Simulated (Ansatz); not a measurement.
Molecule: CH7OSi2 (charge -1, singlet). It need not be the lowest isomer of its formula. Whether it binds its extra electron was not tested at this geometry. 
Structure (B3LYP-D3(BJ)/def2-TZVP (Ansatz, a quantum-chemistry and plane-wave program) minimum search):
SMILES: [SiH3]O[SiH-]C
```xyz
11

C      2.3180    -0.3005     0.5449
Si     0.9374    -0.2018    -0.8349
O     -0.3434     0.5090     0.1982
Si    -1.8727     0.0490     0.3289
H      2.3568     0.6096     1.1551
H      2.1460    -1.1508     1.2138
H      3.3023    -0.4445     0.0811
H      1.4440     1.1371    -1.4273
H     -2.0681    -1.3717     0.7547
H     -2.6874     0.2097    -0.9159
H     -2.5601     0.8809     1.3669
```
Charge -1, spin multiplicity 1.

Total electronic energies in hartree. Valence correlation only, unless marked. No spin-orbit coupling. Non-relativistic. CBS marks a two-point X^-3 extrapolation of the correlation energy; Hartree-Fock from the larger set.

```csv
level,program,energy (Eh)
HF/STO-3G,Ansatz,-686.37937
revPBE-D3(BJ)/def2-TZVPD,Ansatz + dftd3,-696.52911
revPBE/def2-TZVPD,Ansatz,-696.50876
r2SCAN0-D4/def2-TZVPD,Ansatz + dftd4,-696.53510
HSE06-D3(BJ)/def2-TZVPD,Ansatz + dftd3,-696.27726
B2GP-PLYP-D3(BJ)/def2-TZVPD,Ansatz + dftd3,-696.23867
MP2/6-31G*,Ansatz,-695.15368
MP2/cc-pV(Q+d)Z,Ansatz,-695.55609
RI-MP2/aug-cc-pV(Q+d)Z,Ansatz,-695.56565
SCS-MP2/aug-cc-pV(D+d)Z,Ansatz,-695.33537
CCSD/STO-3G,Ansatz,-686.59288
CCSD(T)/aug-cc-pV(D+d)Z,Ansatz,-695.40848
CCSD(T)/cc-pV(Q+d)Z,Ansatz,-695.62893
CCSD(T) with core electrons (1s frozen past Ne)/cc-pwCVTZ,Ansatz,-696.19512
"CCSD(T)/CBS(aug-cc-pV(T+d)Z,aug-cc-pV(Q+d)Z)",Ansatz,-695.6633
```

Totals of different functionals don't rank their quality; only differences between species are comparable.
